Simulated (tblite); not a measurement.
Question: What does the GFN2-xTB structure of `CC[C@H]1C[Si@@H](N)C1` look like in three dimensions?

Answer: 
```
atom  x, y, z in Å
C1    -2.753    0.316   -0.052
C2    -1.578   -0.653   -0.125
C3    -0.352   -0.132    0.611
C4     0.842   -1.112    0.621
Si5    2.037    0.307    0.204
N6     2.913    0.064   -1.263
C7     0.323    1.094   -0.044
H8    -2.479    1.279   -0.478
H9    -3.052    0.473    0.982
H10   -3.607   -0.073   -0.602
H11   -1.874   -1.612    0.310
H12   -1.316   -0.830   -1.171
H13   -0.633    0.112    1.639
H14    0.749   -1.852   -0.171
H15    0.961   -1.646    1.559
H16    2.801    0.833    1.347
H17    3.270    0.879   -1.736
H18    3.612   -0.662   -1.275
H19    0.034    1.192   -1.088
H20    0.099    2.036    0.451
```

Any rigid rotation of these coordinates is as good. Atoms count from 1 in this order. N6 (silicon-bound nitrogen) is pyramidal (angles 117.7°, 117.6° and 109.3°, sum 344.6°, 0.27 Å off the plane of its three neighbours). The 4 C–C bonds span 1.522 Å (C2–C3, drawn single) to 1.545 Å (C3–C7, drawn single), a spread of 0.023 Å. Si5 (SiH silicon) has angles from 76.8° to 116.6°. Of the pairs four or more bonds apart, C7···H8 is among the closest relative to their van der Waals radii: 2.84 Å, 98 % of the sum of Bondi's values.

Bonds between heavy atoms (Å): C1–C2 1.524, C2–C3 1.522, C3–C4 1.545, C4–Si5 1.902, Si5–N6 1.726, Si5–C7 1.902, C3–C7 1.545.

Computed geometry: GFN2-xTB, gas phase.

Point group: C1 (no symmetry element, even within 0.4 Å). Its GFN2-xTB frequencies are all real (lowest 48 cm⁻¹). One conformer, not necessarily the lowest (C1–C2–C3–C4 177°, C4–Si5–N6–H 156° and -70°, C2–C3–C4–Si5 136°, C3–C4–Si5–N6 -121°, C4–Si5–C7–C3 10°, C2–C3–C7–Si5 -135°). 2 starts were optimised and ended at 0.00 and 1.15 kcal/mol (GFN2-xTB); the lowest of these is shown.
